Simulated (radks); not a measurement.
Values are calculated unless marked as measured or tabulated.
Problem. These are the eigenvalues of the occupied orbitals of an atom or ion with whole-number occupations (eV). Level of theory: Dirac Kohn-Sham, PBE, spin-unpolarised, spherical densities, point nucleus (a radial shooting solver on a logarithmic mesh with Libxc functionals).

| orbital | eigenvalue |
|---|---|
| 1s1/2 | -2071.706 |
| 2s1/2 | -359.0176 |
| 2p1/2 | -324.0792 |
| 2p3/2 | -323.1542 |

Which element is it, and in what charge state? The configuration may be excited. Open shells, if any, are shared by 2j + 1.

Solution. Z = 14, silicon, charge +8: Si8+ in [He] 2s2 2p2. The list shows which subshells hold electrons but not how many an open one holds; the 1s level, -76.134 hartree, gives Z - s = 12.3 by -(Z - s)^2/2, which with screening and relativity narrows Z to a few neighbours, and the depths of the outer levels then fix element, charge and occupations together.
